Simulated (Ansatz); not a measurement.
Reaction (substitution at a C–Si bond): `C=C[SiH](N)CC` + `B[NH][GeH3]` → `B[N]([GeH3])C=C` + `CC[SiH2]N`

Isolated molecules relaxed with PBE0-D4/def2-TZVP in Ansatz; ΔE leaves out vibrations. CBS: MP2 limit from def2 TZ/QZ plus the TZ coupled-cluster correction, frozen cores. Functionals use def2-TZVPP. B3LYP here is the variant with VWN-RPA as its local correlation; programs differ in this. For Ge outer-core shells are correlated without core-valence functions, which leaves a few kJ/mol of doubt a bond. Scalar relativity is left out up to krypton. One conformer a species, not always the lowest.

Task: Is it downhill or uphill in electronic energy at CCSD(T)/CBS, and by how much? (An estimate is asked.)

Result: The calculation gave: Uphill: ΔE = +0.44 eV.

Task: What do these levels give: r2SCAN-D4, B3LYP-D4, ωB97X-V, PBE, r2SCAN, PBE0, B3LYP, HF/def2-TZVPP, MP2/def2-TZVPP, SCS-MP2/def2-TZVPP, HF/CBS(def2), MP2/CBS(def2)? (Estimate.)

Result: The calculation gave: r2SCAN-D4 0.41, B3LYP-D4 0.42, ωB97X-V 0.43, PBE 0.38, r2SCAN 0.40, PBE0 0.40, B3LYP 0.42, HF/def2-TZVPP 0.49, MP2/def2-TZVPP 0.43, SCS-MP2/def2-TZVPP 0.43, HF/CBS(def2) 0.49, MP2/CBS(def2) 0.43 eV.

Largest T1 diagnostic among the species: 0.013.

In def2-TZVPP, CCSD(T) changes the Hartree–Fock value by −0.06 eV (the triples alone add −0.02 eV) and MP2 by −0.07 eV.
